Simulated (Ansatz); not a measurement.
Reaction (substitution at a C–F bond): `FC(F)O[SiH3]` + `C=N` → `C=NC(F)O[SiH3]` + H–F

Computed with Ansatz on PBE0-D4/def2-TZVP structures; ΔE is electronic, products minus reactants. CCSD(T)/CBS is the MP2 limit (def2-TZVPP, def2-QZVPP) plus CCSD(T) − MP2 in def2-TZVPP, frozen cores. This one scheme is used for every species. Functionals use def2-TZVPP. Each species was taken in one conformer, which may not be the lowest.

`FC(F)O[SiH3]`:

Z-matrix (Å, degrees):
```
C
F 1 1.359
O 1 1.341 2 111.1
F 1 1.354 2 106.1 3 120.7
H 1 1.092 2 108.8 3 -122.5
Si 3 1.675 1 126.1 2 43.8
H 6 1.481 3 110.7 1 44.9
H 6 1.481 3 110.0 1 -77.2
H 6 1.478 3 104.0 1 164.4
```

`C=N`:

Cartesian coordinates in Å:
```
C -0.201 0.245 -0.228
N -0.120 -0.685 0.619
H 0.655 0.762 -0.675
H -1.189 0.576 -0.553
H 0.855 -0.897 0.837
```

`C=NC(F)O[SiH3]`:

Cartesian coordinates in Å:
```
C -1.724 -0.551 -0.973
N -0.600 -0.012 -0.796
C 0.538 -0.824 -0.494
F 0.201 -2.113 -0.152
O 1.235 -0.283 0.547
Si 0.943 1.232 1.177
H -2.578 0.089 -1.187
H -1.888 -1.629 -0.917
H 1.169 -0.899 -1.388
H 1.958 1.342 2.250
H -0.413 1.353 1.765
H 1.159 2.296 0.168
```

H–F:

Z-matrix (Å, degrees):
```
F
H 1 0.920
```

| level | ΔE (kcal/mol) |
| --- | --- |
| ωB97X-V | 0.3 |
| B2PLYP | 0.3 |
| HF/def2-TZVPP | 4.5 |
| MP2/CBS(def2) | -4.7 |

(1) What does CCSD(T)/CBS give? (An estimate is asked.)

Largest T1 diagnostic among the species: 0.013.

Results:

(1) The calculation gave: -2.6 kcal/mol. The listed levels differ from it by 2.9, 2.9, 7.1, -2.1 kcal/mol.

In def2-TZVPP, CCSD(T) changes the Hartree–Fock value by −5.7 kcal/mol (the triples alone add −0.8 kcal/mol) and MP2 by −7.8 kcal/mol. The D4 term adds −2.4 kcal/mol with B3LYP and −1.4 kcal/mol with PBE0; it sums over pairs of atoms, weighted by their polarisabilities, and B3LYP, whose exchange is more repulsive, gets the larger term.

B3LYP here is the variant with VWN-RPA as its local correlation; programs differ in this.
